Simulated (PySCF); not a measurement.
F4Hf, SMILES [F][Hf]([F])([F])[F] (connectivity only; charge and spin as stated), charge -1, multiplicity 2.

Coordinates come from a PBE-D3(BJ)/def2-SVPD optimisation. The multiplicity is an assumed one; other spin states were not compared. The isomer is the one that the SMILES or the coordinates give; other isomers of the formula were not compared. The def2 effective core potentials stand for the cores of Hf; spin–orbit coupling is left out.

The numbers are results of PBE-D3(BJ)/def2-SVPD (PySCF), not measurements.

Frequencies are harmonic and unscaled.

Modes within 1.5 cm⁻¹ of each other (mostly degenerate sets) share a row, with their intensities summed.

```json
[
 {"mode": "1", "ν (cm⁻¹)": "85", "IR (km/mol)": "0.7", "moving atoms (share of kinetic energy)": "F 75 %, Hf 25 %"},
 {"mode": "2", "ν (cm⁻¹)": "111", "IR (km/mol)": "0.0", "moving atoms (share of kinetic energy)": "F 100 %"},
 {"mode": "3–4", "ν (cm⁻¹)": "138", "IR (km/mol)": "31.4", "moving atoms (share of kinetic energy)": "F 87 %, Hf 13 %"},
 {"mode": "5", "ν (cm⁻¹)": "194", "IR (km/mol)": "0.0", "moving atoms (share of kinetic energy)": "F 100 %"},
 {"mode": "6–8", "ν (cm⁻¹)": "520", "IR (km/mol)": "400.9", "moving atoms (share of kinetic energy)": "F 84 %, Hf 16 %"},
 {"mode": "9", "ν (cm⁻¹)": "552", "IR (km/mol)": "0.0", "moving atoms (share of kinetic energy)": "F 100 %"}
]
```
